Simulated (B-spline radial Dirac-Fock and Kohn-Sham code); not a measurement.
In the model described below, an M2 (3p1/2) vacancy in Br³⁺, configuration [Ar] 3d10 4s2 4p2, inside a Watson sphere of charge -3 and radius 2.2 Å (a model of the Madelung potential; inside it an electron's potential energy is raised by 19.6 eV), lives for 0.60 fs, which corresponds to a natural width of 1.10 eV. Out of 1000 such holes, about 0.27 decay by emitting a photon, 984 by a Coster-Kronig transition that moves the hole within the M shell, and the rest by ordinary Auger emission. The strongest X-ray line is M2-M4 at 123.4 eV, with 86 % of the radiative rate. The strongest electron group is M2-M4N1 near 66 eV, with 37 % of the non-radiative rate. The Coster-Kronig yields by final subshell (the deeper hole where both stay in the shell) are M4 0.705, M5 0.279. Independent-particle models tend to overestimate Coster-Kronig rates.

Method: one-electron (LDA, Dirac) transition rates at Dirac-Fock energies. Computed with a radial atomic solver.
